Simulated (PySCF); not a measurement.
Compound: C₄H₄BF₃O.
Z-matrix (Å and degrees, GFN2-xTB geometry), rows numbered from 1:
```
C 
C   1  1.5042
B   2  1.5698  1  117.57
F   3  1.3186  2  120.45  1     0.35
F   3  1.3094  2  125.17  1  -179.57
C   2  1.3507  1  121.15  3   179.99
F   6  1.3401  2  119.91  1  -179.90
C   6  1.4774  2  126.96  1     0.13
O   8  1.2000  6  124.33  2  -179.98
H   1  1.0859  2  109.83  3     0.02
H   1  1.0881  2  110.97  3   119.78
H   1  1.0881  2  110.97  3  -119.72
H   8  1.1036  6  113.61  2     0.05
```

The closed-shell ground state was solved at several levels (PySCF, density fitting, gas phase, non-relativistic).

| level | basis functions | HOMO (eV) | LUMO (eV) | gap (eV) | dipole (D) |
| --- | --- | --- | --- | --- | --- |
| B3LYP/pcJ-1 | 283 | -7.98 | -3.26 | 4.72 | 3.59 |
| CAM-B3LYP/def2-SVPD | 224 | -9.74 | -2.10 | 7.64 | 3.82 |

Q: What might PBE0/pcSseg-1 (173 basis functions) give for the same quantities?

A: HOMO -8.25 eV, LUMO -3.08 eV, gap 5.17 eV, dipole 3.60 D.

Q: Over all these levels, which gives the widest orbital gap and which the narrowest?

A: CAM-B3LYP/def2-SVPD (range-separated hybrid) has the widest, 7.64 eV, and B3LYP/pcJ-1 (global hybrid, 20 % exact exchange) the narrowest, 4.72 eV. Functional and basis both differ between the two, so the spread mixes both effects.

Q: How far do the dipole and the HOMO energy spread over the levels?

A: The dipole runs from 3.59 to 3.82 D (mean 3.67 D) and the HOMO from -9.74 to -7.98 eV.

One conformer stands for the species.
